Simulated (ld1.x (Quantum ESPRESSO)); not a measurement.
iodine (I), TM: configuration errors across variants

I, norm-conserving Troullier–Martins (Kleinman–Bylander form), made with ld1.x (Quantum ESPRESSO) 7.5 (PBE, scalar-relativistic). Core [Kr], reference 4d10 5s2 5p5. Waves: 5s (bound): rc 1.35 bohr; 5p (bound): rc 1.95 bohr; 4d (bound): rc 0.95 bohr. Local part: the d channel. Core correction: none.

All-electron excitation energies from the reference (eV): (1) 4d10 5s2 5p4 11.131; (2) 4d10 5s2 5p3 30.977; (3) 4d10 5s2 5p2 60.305; (4) 4d10 5s2 5p4.5 4.532; (5) 4d9 5s2 5p5 58.247; (6) 4d9 5s2 5p6 45.862; (7) 4d10 5s1 5p5 22.111.

A true bound ghost makes a file unfit for plane-wave use even where its test errors are small: the radial tests pick states by their node count and pass the ghost by.

Errors AE − PS in meV (a dash: test not solved or not reliable):

| change | (1) | (2) | (3) | (4) | (5) | (6) | (7) | bound ghosts |
| --- | --- | --- | --- | --- | --- | --- | --- | --- |
| base | -1.8 | -0.8 | +7.5 | -1.0 | -283 | -358 | -5.2 | s, p |
| wave 5p (bound): rc 1.95 bohr becomes 5p (bound): rc 1.36 bohr | -6.9 | -25 | -43 | -2.0 | -423 | -362 | -17 | s, p |
| wave 5p (bound): rc 1.95 bohr becomes 5p (bound): rc 1.56 bohr | -2.7 | -5.5 | -3.2 | -1.2 | -281 | -314 | -5.9 | s, p |
| wave 5p (bound): rc 1.95 bohr becomes 5p (bound): rc 2.02 bohr | -1.8 | -0.7 | +7.7 | -1.0 | -284 | -359 | -5.2 | s, p |
| wave 5p (bound): rc 1.95 bohr becomes 5p (bound): rc 2.32 bohr | -1.9 | -1.7 | +3.4 | -1.0 | -269 | -340 | -3.1 | s, p |
| wave 5p (bound): rc 1.95 bohr becomes 5p (bound): rc 2.50 bohr | -2.0 | -3.6 | -5.4 | -1.0 | -244 | -311 | +0.7 | s, p |

Task: Give the same row for: wave 5p (bound): rc 1.95 bohr becomes 5p (bound): rc 2.90 bohr.

Result: -2.8, -12, -45, -1.1, -169, -225, +13; bound ghosts: s, p.
